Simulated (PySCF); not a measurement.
C2H8FNSi2, SMILES C[Si@H]1CN[Si@H]1F.

Geometry optimised at TPSSh-D3(BJ)/def2-SVP. The structure was generated by enumeration; whether it is a known compound was not checked.

Two levels are set side by side: PBE/def2-TZVP (PySCF) and PBE0/def2-TZVP (PySCF). Same geometry, gas phase. Differences are taken from unrounded values.

```tsv
quantity	PBE0
orbital gap (eV)	7.21
highest occupied level (eV)	-7.13
lowest empty level (eV)	0.08
dipole moment (D)	1.95
mean polarisability (bohr³)	82.1
```

### Question
What does PBE give, and how far is it from PBE0? (Estimate from the structure and the level; the computed values follow.)

### Answer

| quantity | PBE | PBE minus PBE0 |
|---|---|---|
| orbital gap (eV) | 5.03 | -2.17 |
| highest occupied level (eV) | -5.79 | 1.33 |
| lowest empty level (eV) | -0.76 | -0.84 |
| dipole moment (D) | 1.91 | -0.04 |
| mean polarisability (bohr³) | 85.4 | 3.3 |

PBE's occupied levels lie high since its potential decays too fast outside the molecule; exact exchange lowers them and widens the gap. Loosely held outer electrons make PBE densities more polarisable. Differences between two approximate levels are no errors against the true value.

Rough cost on one machine, each run with all the roots and properties that it gave: PBE0 against PBE within a factor of 2.
